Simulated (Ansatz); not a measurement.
Program: Ansatz. Geometries: PBE0-D4/def2-TZVP. ΔE: electronic, gas phase. CBS: MP2 limit from def2 TZ/QZ plus the TZ coupled-cluster correction, frozen cores. DFT in def2-TZVPP. def2 core potentials past Kr. For Ge, I outer-core shells are correlated without core-valence functions, which leaves a few kJ/mol of doubt a bond. Scalar relativity is left out up to krypton.

`[Cl][Ge]([Cl])([Cl])[I]` → `[Cl][Ge][Cl]` + `ClI`  (germylene formation by 1,1-elimination)

**Question.** Is it downhill or uphill in electronic energy at CCSD(T)/CBS, and by how much? (An estimate is asked.)

**Answer.** The calculation gave: Uphill: ΔE = +257.4 kJ/mol.

**Question.** What do these levels give: PBE-D4, r2SCAN-D4, r2SCANh-D4, CAM-B3LYP-D4, ωB97X-V, BLYP, r2SCAN, r2SCANh, BHLYP, SCS-MP2/def2-TZVPP, MP2/def2-QZVPP, SCS-MP2/def2-QZVPP? (An estimate is asked.)

**Answer.** Ansatz gave: PBE-D4 239.1, r2SCAN-D4 270.7, r2SCANh-D4 276.7, CAM-B3LYP-D4 248.9, ωB97X-V 270.4, BLYP 179.3, r2SCAN 267.3, r2SCANh 272.9, BHLYP 244.6, SCS-MP2/def2-TZVPP 286.2, MP2/def2-QZVPP 294.5, SCS-MP2/def2-QZVPP 273.8 kJ/mol.

**Question.** What do rigid-rotor, harmonic-oscillator terms from PBE0-D4/def2-TZVP frequencies (298.15 K, 1 bar) make of the CCSD(T)/CBS value? (Best estimate.)

**Answer.** The calculation gave: ΔZPE = -5.2 kJ/mol, ΔH = +252.7 kJ/mol, ΔS = 161 J/(mol·K), ΔG = +204.5 kJ/mol.

Largest T1 diagnostic among the species: 0.013.

Leaving LDA and LC-ωPBE aside and taking each functional with its dispersion term where it has one, the values, not all of them listed here, spread over 89.2 kJ/mol, from BLYP-D4 to PBE-QIDH. LDA lies +42.9 kJ/mol from PBE without D4. From BLYP to BHLYP (50 % exact exchange), in def2-TZVPP and without D4, ΔE moves by +65.4 kJ/mol.
